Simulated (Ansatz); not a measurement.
Species: C2H6OSi, SMILES `C=C[SiH2]O` (C–C–Si–O torsion -6°, C–Si–O–H torsion -73°) (charge 0, multiplicity 1).

**Question.** Give a relaxed geometry from PBE0-D4/def2-TZVP (Ansatz, a quantum-chemistry and plane-wave program).

**Answer.** Several could match; the one computed here: the end point of this relaxation, one of several conformers (outside a Z-matrix the atoms follow the SMILES, hydrogens last).
Cartesian coordinates (Å) in one orientation:
```xyz
10

C      1.549     0.359    -0.404
C      0.786    -0.114     0.577
Si    -1.029    -0.451     0.371
O     -1.573     0.070    -1.096
H      2.609     0.558    -0.273
H      1.142     0.562    -1.391
H      1.250    -0.306     1.545
H     -1.767     0.213     1.483
H     -1.307    -1.907     0.410
H     -1.659     1.016    -1.222
```
